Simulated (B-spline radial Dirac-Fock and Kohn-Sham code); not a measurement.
**Free-atom binding energies and absorption edges of W**

The computed values come from a radial finite-basis atomic code: ΔSCF Dirac-Fock with Breit, self-energy and vacuum polarisation, finite nucleus, configuration average. The model has no electron correlation.

The run's input, task.json:

```json
{"items": [{
  "Z": 74,
  "q": 0,
  "cfg": [[1, 0, 2], [2, 0, 2], [2, 1, 6], [3, 0, 2], [3, 1, 6], [3, 2, 10], [4, 0, 2], [4, 1, 6], [4, 2, 10], [4, 3, 14], [5, 0, 2], [5, 1, 6], [5, 2, 4], [6, 0, 2]],
  "A": 184,
  "rrms": 5.3658,
  "do": ["binding"],
  "screen": [5, 2]
}]}
```

Launch: `python xray_run.py task.json out`

Two models are given for 1s2 2s2 2p6 3s2 3p6 3d10 4s2 4p6 4d10 4f14 5s2 5p6 5d4 6s2. In the first the electron is removed to infinity. In the second it is placed in the 5d shell, so that the atom stays neutral; this mimics a hole screened by valence charge, or the onset of absorption below the ionisation limit. The tabulated edges (Elam, Ravel and Sieber, Radiat. Phys. Chem. 63, 121 (2002)) refer to the element in its standard state, with the Fermi level as zero for a metal.

| level | ionised (eV) | screened (eV) | tabulated (eV) | ionised − table | screened − table |
| --- | --- | --- | --- | --- | --- |
| K | 69528.4 | 69519.7 | 69525.0 | +3.4 | -5.3 |
| L1 | 12114.6 | 12105.8 | 12100.0 | +14.6 | +5.8 |
| L2 | 11551.0 | 11542.2 | 11544.0 | +7.0 | -1.8 |
| L3 | 10213.6 | 10204.8 | 10207.0 | +6.6 | -2.2 |
| M1 | 2833.9 | 2825.1 | 2820.0 | +13.9 | +5.1 |
| M2 | 2585.2 | 2576.4 | 2575.0 | +10.2 | +1.4 |
| M3 | 2292.4 | 2283.6 | 2281.0 | +11.4 | +2.6 |
| M4 | 1879.1 | 1870.3 | 1872.0 | +7.1 | -1.7 |
| M5 | 1816.7 | 1807.9 | 1809.0 | +7.7 | -1.1 |
| N1 | 609.5 | 600.7 | 594.1 | +15.4 | +6.6 |
| N2 | 505.9 | 497.1 | 490.4 | +15.5 | +6.7 |
| N3 | 438.0 | 429.3 | 423.6 | +14.4 | +5.7 |
| N4 | 267.9 | 259.1 | 255.9 | +12.0 | +3.2 |
| N5 | 255.4 | 246.6 | 243.5 | +11.9 | +3.1 |
| N6 | 40.91 | 32.18 | 33.60 | +7.3 | -1.4 |
| N7 | 38.78 | 30.05 | 31.40 | +7.4 | -1.4 |
| O1 | 89.76 | 81.15 | 75.60 | +14.2 | +5.5 |
| O2 | 56.54 | 48.28 | 45.30 | +11.2 | +3.0 |
| O3 | 46.77 | 38.61 | 36.80 | +10.0 | +1.8 |

The screened model lies closer: the mean absolute deviations are 10.6 eV (ionised) and 3.4 eV (screened). Screening lowers the levels by 8.7 eV on average.
